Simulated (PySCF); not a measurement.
Point-charge models of `C1=C[C@@H]([SiH2][SiH2]1)OCC` against its computed dipole.

Coordinates (GFN2-xTB, Å) and charges (e) from the PBE0/pcSseg-1 density (PySCF):

```csv
atom,x,y,z,Mulliken,IAO,Hirshfeld,ESP-fitted
C1,-3.295,-0.290,-0.382,-0.2685,-0.4227,-0.1213,-0.3734
C2,-2.050,0.408,0.139,+0.0007,-0.0333,+0.0052,+0.3605
O3,-1.005,-0.525,0.200,-0.5066,-0.3935,-0.1365,-0.4239
C4,0.236,0.035,0.614,-0.1797,-0.1626,-0.0394,+0.2295
C5,1.129,-1.100,1.022,-0.0763,-0.1093,-0.0360,-0.1533
C6,2.421,-1.174,0.719,-0.3901,-0.4298,-0.1462,-0.3646
Si7,3.173,0.167,-0.371,+0.3955,+0.4478,+0.2364,+0.3564
Si8,1.106,1.120,-0.739,+0.2945,+0.3967,+0.2275,+0.0596
H9,-4.124,0.410,-0.431,+0.1106,+0.1447,+0.0462,+0.0928
H10,-3.561,-1.113,0.276,+0.1194,+0.1490,+0.0428,+0.1050
H11,-3.102,-0.692,-1.373,+0.1204,+0.1498,+0.0430,+0.1043
H12,-2.235,0.832,1.141,+0.0955,+0.1104,+0.0298,-0.0252
H13,-1.772,1.244,-0.526,+0.1032,+0.1089,+0.0285,-0.0242
H14,0.051,0.645,1.519,+0.1404,+0.1291,+0.0321,+0.0275
H15,0.630,-1.877,1.590,+0.1052,+0.1564,+0.0473,+0.1337
H16,2.996,-2.016,1.079,+0.1213,+0.1576,+0.0444,+0.1737
H17,3.897,-0.442,-1.495,-0.0556,-0.1043,-0.0769,-0.0924
H18,4.159,0.965,0.374,-0.0535,-0.1040,-0.0769,-0.0951
H19,0.442,0.873,-2.023,-0.0306,-0.0885,-0.0698,-0.0181
H20,0.899,2.541,-0.420,-0.0458,-0.1026,-0.0800,-0.0728
```

What dipole does each set of charges give (1 e·Å = 4.803 D), and what does the density give?

The full density gives (-0.44, 0.83, 0.47) D, 1.05 D in size; dipole vectors point from the negative to the positive end.

```tsv
scheme	μx	μy	μz	size (D)	share of the full size (%)	angle to the full dipole (°)
Mulliken	0.92	3.80	-1.45	4.17	397	62
IAO	0.43	2.65	-0.51	2.73	260	52
Hirshfeld	-0.13	0.74	-0.08	0.75	71	37
ESP-fitted	-0.44	0.83	0.46	1.04	99	1
```

Which set comes closest?

Length of the difference vector: ESP-fitted 0.01 D, Hirshfeld 0.64 D, IAO 2.24 D, Mulliken 3.79 D. Closest: ESP-fitted. 

What is left for the Hirshfeld atoms' own dipoles?

The Hirshfeld atoms' densities add up to the full density, so μ = Σ q r + Σ (atomic dipoles). The atomic dipoles sum to (-0.44, 0.83, 0.47) − (-0.13, 0.74, -0.08) = (-0.31, 0.09, 0.55) D, 0.64 D in size.

With the origin at the mean of the coordinates, (0.000, 0.001, 0.046) Å, which are the largest single terms, by size, of the IAO dipole along the direction of the full one?

C6 +3.37, Si7 -2.96, C1 -1.93, H16 -1.80, H17 +1.33 D; all 20 atoms together +1.69 D. The single terms depend on the origin, their sum doesn't.

Give the size of the full dipole in other units.

1.05 D = 0.413 au = 0.219 e·Å = 3.50 × 10⁻³⁰ C·m.

Isolated species at its GFN2-xTB geometry (one conformer only).

The run behind these numbers computed NMR shieldings as well. On one thread of an Arm Neoverse V1, on a shared host, this took 56 s (with the writing of density and orbital grids) and 0.94 GiB of memory at its peak.
